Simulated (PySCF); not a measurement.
# Arsenic: a sound run and one with changed settings

Sound run: As⁺ [Ar] 3d10 4s2 4p2, As²⁺ [Ar] 3d10 4s2 4p1. Calculation: PySCF 2.14, in cc-pVTZ-DK (6s5p3d1f, 43 functions); scalar relativity by spin-free X2C-1e. In the sound run the correlated levels freeze [Ar] 3d10. The sound run starts from symmetry-adapted Hartree-Fock orbitals and uses a fine grid where one is needed.

Changed run: the non-relativistic Hamiltonian (point nucleus). This setting is unsound on purpose.

```json
{"species": "As⁺", "method": "UHF", "sound run (hartree)": "-2258.66841", "changed run (hartree)": "-2218.29767", "converged": "yes"}
{"species": "As⁺", "method": "MN15", "sound run (hartree)": "-2261.83243", "changed run (hartree)": "-2221.52663", "converged": "yes"}
{"species": "As⁺", "method": "BP86", "sound run (hartree)": "-2260.65908", "changed run (hartree)": "-2220.30316", "converged": "yes"}
{"species": "As⁺", "method": "MP2", "sound run (hartree)": "-2258.72193", "changed run (hartree)": "-2218.35183", "converged": "yes"}
{"species": "As⁺", "method": "CCSD(T)", "sound run (hartree)": "-2258.73883", "changed run (hartree)": "-2218.36960", "converged": "yes"}
{"species": "As²⁺", "method": "UHF", "sound run (hartree)": "-2258.00776", "changed run (hartree)": "-2217.63478", "converged": "yes"}
{"species": "As²⁺", "method": "MN15", "sound run (hartree)": "-2261.14839", "changed run (hartree)": "-2220.83931", "converged": "yes"}
{"species": "As²⁺", "method": "BP86", "sound run (hartree)": "-2259.97551", "changed run (hartree)": "-2219.61636", "converged": "yes"}
{"species": "As²⁺", "method": "MP2", "sound run (hartree)": "-2258.04766", "changed run (hartree)": "-2217.67531", "converged": "yes"}
{"species": "As²⁺", "method": "CCSD(T)", "sound run (hartree)": "-2258.06249", "changed run (hartree)": "-2217.69105", "converged": "yes"}
```

Ionisation energy of As⁺:

| method | sound run (eV) | changed run (eV) |
| --- | --- | --- |
| UHF | 17.977 | 18.038 |
| MN15 | 18.614 | 18.703 |
| BP86 | 18.601 | 18.689 |
| MP2 | 18.348 | 18.409 |
| SCS-MP2 | 18.273 | 18.335 |
| CCSD | 18.380 | 18.439 |
| CCSD(T) | 18.404 | 18.464 |

Most of the change in total energy is the relativistic energy itself. On top of that the contraction fixes the core shape for the Hamiltonian it was made with, so the changed run is not a good calculation with the other Hamiltonian either.

For comparison, NIST gives 18.589 eV between the lowest levels.
